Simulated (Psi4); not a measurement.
AsF3, triplet, at a GFN2-xTB geometry (a higher spin typed on purpose: for a closed-shell molecule this is an excited state), with bond 1-2 at 1.5 times its length; HF/6-31G (Psi4 1.11).

Psi4 was given this input:
```
memory 2 GB

molecule {
0 3
F    -2.67559457   -1.19614258    0.27450232
As    0.07555063   -0.21534643    0.07876260
F     1.94209977    0.34601691   -0.01789853
F    -0.46057259    1.31279719   -0.48015343
}

set {
  basis 6-31g
  reference uhf
  stability_analysis follow
  scf_type pk
}

energy('scf')
print_variables()
```

Write the output that Psi4 gives for this input, abridged.


```
   => Loading Basis Set <=

    Name: 6-31G
    Role: ORBITAL
    Keyword: BASIS

         ---------------------------------------------------------
                                   SCF
               by Justin Turney, Rob Parrish, Andy Simmonett
                          and Daniel G. A. Smith
                              UHF Reference
         ---------------------------------------------------------

  ==> Geometry <==

    Molecular point group: c1
    Full point group: C1

    Geometry (in Angstrom), charge = 0, multiplicity = 3:

       Center              X                  Y                   Z               Mass
    ------------   -----------------  -----------------  -----------------  -----------------
         F           -2.546535955141    -1.140470538033     0.261964619374    18.998403162730
         AS           0.204609244859    -0.159674388033     0.066224899374    74.921594570000
         F            2.071158384859     0.401688951967    -0.030436230626    18.998403162730
         F           -0.331513975141     1.368469231967    -0.492691130626    18.998403162730

  Running in c1 symmetry.

  Rotational constants: A =      0.34526  B =      0.07247  C =      0.05990 [cm^-1]
  Rotational constants: A =  10350.53542  B =   2172.51604  C =   1795.62499 [MHz]
  Nuclear repulsion =  263.537388106827052

  Charge       = 0
  Multiplicity = 3
  Electrons    = 60
  Nalpha       = 31
  Nbeta        = 29

  ==> Algorithm <==

  SCF Algorithm Type is PK.
  DIIS enabled.
  MOM disabled.
  Fractional occupation disabled.
  Guess Type is SAD.
  Energy threshold   = 1.00e-06
  Density threshold  = 1.00e-06
  Integral threshold = 1.00e-12

  ==> Primary Basis <==

  Basis Set: 6-31G
    Blend: 6-31G
    Number of shells: 26
    Number of basis functions: 56
    Number of Cartesian functions: 56
    Spherical Harmonics?: false
    Max angular momentum: 2

  ==> Integral Setup <==

  Using in-core PK algorithm.
   Calculation information:
      Number of atoms:                   4
      Number of AO shells:              26
      Number of primitives:             84
      Number of atomic orbitals:        56
      Number of basis functions:        56

      Integral cutoff                 1.00e-12
      Number of threads:                 1

  Performing in-core PK
  Using 2548812 doubles for integral storage.
  We computed 43445 shell quartets total.
  Whereas there are 61776 unique shell quartets.

  ==> DiskJK: Disk-Based J/K Matrices <==

[...]
    Wavefunction unstable!
    Rotating orbitals by 0.5 * pi / 2 radians along unstable eigenvector.
    Wavefunction unstable!
[...]

    Rotating orbitals by 0.5 * pi / 2 radians along unstable eigenvector.
    There's still a negative eigenvalue. Try modifying FOLLOW_STEP_SCALE
    or increasing MAX_ATTEMPTS (not available for PK integrals).

  ==> Post-Iterations <==

   @Spin Contamination Metric:   9.573370197E-03
   @S^2 Expected:                2.000000000E+00
   @S^2 Observed:                2.009573370E+00
   @S   Expected:                1.000000000E+00
   @S   Observed:                1.000000000E+00

    Orbital Energies [Eh]
    ---------------------

    Alpha Occupied:

[...]
      31A     -0.385627

    Alpha Virtual:

[...]
      56A     71.667933

    Beta Occupied:

[...]
    Beta Virtual:

[...]
    Final Occupation by Irrep:
              A
    DOCC [    29 ]
    SOCC [     2 ]
    NA   [    31 ]
    NB   [    29 ]

  @UHF Final Energy: -2532.04540132037118

   => Energetics <=

    Nuclear Repulsion Energy =            263.5373881068270521
    One-Electron Energy =               -4056.6295609134435836
    Two-Electron Energy =                1261.0467714862452340
    Total Energy =                      -2532.0454013203711838

  UHF NO Occupations:
  HONO-2 :   29  A 1.9980814
  HONO-1 :   30  A 1.0000000
  HONO-0 :   31  A 1.0000000
  LUNO+0 :   32  A 0.0019186
  LUNO+1 :   33  A 0.0010137
  LUNO+2 :   34  A 0.0002287
  LUNO+3 :   35  A 0.0002128

Computation Completed

Properties will be evaluated at   0.000000,   0.000000,   0.000000 [a0]

Properties computed using the SCF density matrix

 Multipole Moments:

 ------------------------------------------------------------------------------------
     Multipole            Electronic (a.u.)      Nuclear  (a.u.)        Total (a.u.)
 ------------------------------------------------------------------------------------

 L = 1.  Multiply by 2.5417464519 to convert [e a0] to [Debye]
 Dipole X            :         -0.2679042           -0.9636069           -1.2315111
 Dipole Y            :         -2.1146666            0.7519863           -1.3626803
 Dipole Z            :          0.7205201           -0.3118861            0.4086341
 Magnitude           :                                                    1.8816214

 ------------------------------------------------------------------------------------

  Variable Map:
  ----------------------------------------------------------------------------
[...]
  Array Variable Map:
  ----------------------------------------------------------------------------
[...]
[...]
```

The run did not converge; its last values are not results.
